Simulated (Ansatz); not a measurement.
Calculation: Ansatz (an electronic-structure program) with frozen-core CCSD(T)/def2-TZVPP // B3LYP-D3(BJ)/def2-TZVP.

Ansatz 0.2 input:
```yaml
crystal:
  periodic: [false, false, false]
  atoms:
    - { symbol: In, position_ang: [-0.005854, 0.591588, 0.0] }
    - { symbol: H, position_ang: [1.537244, -0.281494, 0.0] }
    - { symbol: H, position_ang: [-1.531389, -0.310095, 0.0] }
basis:
  gaussian: { orbitals: def2-TZVPP }
correlation:
  method: ccsd_t
magnetization:
  spin_polarized: true
  initial_magnetization: 1
```

Output:

```
Functional definition: HF
629 factors; integrals over basis functions are off by at most 1.2e-3 eV
mean field evaluation 1: about -5178.3569 eV, gradient 6.7e0 eV
mean field evaluation 2: about -5178.3592 eV, gradient 6.6e0 eV
mean field evaluation 4: about -5178.9892 eV, gradient 1.3e0 eV
mean field evaluation 8: about -5179.0251 eV, gradient 3.6e-3 eV
mean field evaluation 16: about -5178.9881 eV, gradient 1.3e0 eV
mean field evaluation 32: about -5177.1503 eV, gradient 1.8e-3 eV
mean field -5179.02510244 eV, -190.3256620453 hartree, gradient 2.8e-6 eV, S^2 0.758965; 1 other end points of the search recorded, 0 dependent functions left out
determinant -5179.02510244 eV, -190.3256620453 hartree, with singles and doubles -5186.87073305 eV, -190.6139836524 hartree
determinant -5177.15025810 eV, -190.2567627869 hartree, with singles and doubles -5185.13550546 eV, -190.5502152144 hartree
4 core orbitals not correlated
reference -5179.02510244 eV, -190.3256620453 hartree; 8, 7 occupied and 66, 67 virtual orbitals, 629 factors
second order -7.51596954 eV of doubles, -0.00000000 eV of singles
cycle   1  -7.76549888 eV  change   -3.1e-1 eV  update   2.4e-2
cycle   2  -7.78289293 eV  change   -1.7e-2 eV  update   7.1e-3
cycle   3  -7.78812200 eV  change   -5.2e-3 eV  update   2.9e-3
cycle   4  -7.78987342 eV  change   -1.8e-3 eV  update   9.0e-4
cycle   5  -7.79022827 eV  change   -3.5e-4 eV  update   3.6e-4
cycle   6  -7.79031276 eV  change   -8.4e-5 eV  update   1.5e-4
cycle   7  -7.79032687 eV  change   -1.4e-5 eV  update   5.1e-5
cycle   8  -7.79032878 eV  change   -1.9e-6 eV  update   1.7e-5
perturbative correction -0.18748784 eV, -0.0068900510 hartree
Total energy: -5187.00291906 eV, -190.6188413986 hartree
```

Cost: about 8 core-seconds (a rough figure).
